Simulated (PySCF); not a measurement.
Bonds (- single, = double, # triple, : aromatic): N1-C2, C2-C3, C3:C4, C4:C5, C5:C6, C6:C7, C7:C8, C8-F9, C8:C3. N1 carries H10, H11; C2 carries H12, H13; C4 carries H14; C5 carries H15; C6 carries H16; C7 carries H17.

PySCF calculation with GIAO PBE0/pcSseg-1 shieldings and GFN2-xTB structure; equivalent nuclei averaged, no solvent model, no relativistic terms, a single conformation.

Q: List the cross peaks expected in HSQC, COSY and HMBC spectra.

A: 

HSQC (one-bond C–H):
```csv
δH,δC
7.53 (H16),133.0 (C6)
7.49 (H14),129.0 (C4)
7.48 (H15),129.3 (C5)
7.30 (H17),120.9 (C7)
4.22 (H12/H13),44.9 (C2)
```

COSY cross peaks (H two or three bonds apart, from the bond graph; peaks can be absent where the dihedral angle is near 90°):
```csv
δH,δH
7.53 (H16),7.48 (H15)
7.53 (H16),7.30 (H17)
7.49 (H14),7.48 (H15)
```

HMBC (two and three bonds, from the bond graph):
```csv
δH,δC
7.53 (H16),"170.2 (C8), 129.3 (C5), 129.0 (C4), 120.9 (C7)"
7.49 (H14),"170.2 (C8), 138.8 (C3), 133.0 (C6), 129.3 (C5), 44.9 (C2)"
7.48 (H15),"138.8 (C3), 133.0 (C6), 129.0 (C4), 120.9 (C7)"
7.30 (H17),"170.2 (C8), 138.8 (C3), 133.0 (C6), 129.3 (C5)"
4.22 (H12/H13),"170.2 (C8), 138.8 (C3), 129.0 (C4)"
```

Referencing at the same level of theory: TMS for ¹H (31.72 ppm), ¹³C (186.93 ppm).

OH and NH positions are those of a molecule without intermolecular hydrogen bonds; in solution they move with solvent, concentration and temperature, and exchange usually removes their couplings. Shifts are as computed. Against solution values, carbons near 30 ppm lie about +3 ppm off and those near 130 ppm about +5 ppm. Of 1211 compounds with measured shifts, 218 miss one by over three times the rms of a fit or turn the order of signals round; such compounds aren't used in these exercises.
